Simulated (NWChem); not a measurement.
System meant: AlI₃; SMILES [I][Al]([I])[I]

Here is an NWChem input.

```
start job
memory heap 200 mb stack 900 mb global 1100 mb
geometry units angstroms noautoz
  Al     0.000000     0.000000     0.000000
  I     -1.729647     1.742598     0.000000
  I      2.373957     0.626619     0.000000
  I     -0.644311    -2.369217     0.000000
end
basis spherical
  * library def2-svp
end
ecp
  I library def2-ecp
end
dft
  odft
  mult 2
  xc xpbe96 cpbe96
  iterations 150
  mulliken
end
task dft energy
```

End of the output:

```
 Summary of "ao basis" -> "" (spherical)
 ------------------------------------------------------------------------------
       Tag                 Description            Shells   Functions and Types
 ---------------- ------------------------------  ------  ---------------------
 *                          def2-svp                  on all atoms

 Summary of "ao basis" -> "ao basis" (spherical)
 ------------------------------------------------------------------------------
       Tag                 Description            Shells   Functions and Types
 ---------------- ------------------------------  ------  ---------------------
 Al                         def2-svp                 8       18   4s3p1d
 I                          def2-svp                10       26   4s4p2d

 Summary of "ao basis" -> "ao basis" (spherical)
 ------------------------------------------------------------------------------
       Tag                 Description            Shells   Functions and Types
 ---------------- ------------------------------  ------  ---------------------
 Al                         def2-svp                 8       18   4s3p1d
 I                          def2-svp                10       26   4s4p2d

      Symmetry analysis of basis
      --------------------------

        a'         23
        e'+        22
        e'-        22
        a"         11
        e"+         9
        e"-         9

  Rotation of axis
  number of electrons :                   88
  multiplicity        :                    2
 ------------------------------------------------------------------------
  no. of electrons and multiplicity not compatible                  88
 ------------------------------------------------------------------------
 ------------------------------------------------------------------------
  current input line :
    22: task dft energy
 ------------------------------------------------------------------------
 ------------------------------------------------------------------------
 There is an error in the input file
 ------------------------------------------------------------------------
 For more information see the NWChem manual at https://nwchemgit.github.io

0: no. of electrons and multiplicity not compatible:Received an Error in Communication
```

Problem. Can this run be used? If not, why, and what is the fix?

Solution. The input was rejected before any calculation. Cause: the multiplicity doesn't fit the number of electrons (an even count wants an odd multiplicity, and the reverse). This input runs:
```
start job
memory heap 200 mb stack 900 mb global 1100 mb
geometry units angstroms noautoz
  Al     0.000000     0.000000     0.000000
  I     -1.729647     1.742598     0.000000
  I      2.373957     0.626619     0.000000
  I     -0.644311    -2.369217     0.000000
end
basis spherical
  Al library def2-svp
  I library def2-svp
end
ecp
  I library def2-ecp
end
dft
  xc xpbe96 cpbe96
  iterations 150
  mulliken
end
task dft energy
```
It converges to -1135.45995 Ha (PBE/def2-SVP with def2 effective core potentials on I).
